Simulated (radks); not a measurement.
Values are calculated unless marked as measured or tabulated.
Mean orbital radii <r> (bohr) of the hafnium ion Hf3+, [Xe] 4f14 5d1, of relativity; Dirac values are averaged over j with weights 2j + 1. Spin-unpolarised spherical Kohn-Sham, PBEsol, point nucleus unless stated (finite: rms radius 5.347 fm), a radial shooting solver on a logarithmic mesh with Libxc functionals. A level marked "c x" has the speed of light scaled by that factor and shares open shells by 2j + 1; other Dirac levels either fill j = l - 1/2 first or share by 2j + 1.

shell       non-rel.
3s            0.2268
3p            0.2168
3d            0.1905
4s            0.5082
4p            0.5167
4d            0.5377
5s             1.232
5p             1.368
4f            0.6494
5d             1.895
6s (empty)     2.968
6p (empty)     3.427

Give the values at the level "Dirac, 2j+1 shares, finite nucleus".

Answer. 
shell       Dirac, 2j+1 shares, finite nucleus  change of magnitude (%)
3s                                      0.2083                    -8.19
3p                                      0.2077                    -4.19
3d                                      0.1890                    -0.76
4s                                      0.4683                    -7.85
4p                                      0.4967                    -3.88
4d                                      0.5356                    -0.39
5s                                       1.131                    -8.21
5p                                       1.320                    -3.49
4f                                      0.6741                    +3.81
5d                                       1.931                    +1.91
6s (empty)                               2.777                    -6.45
6p (empty)                               3.352                    -2.20
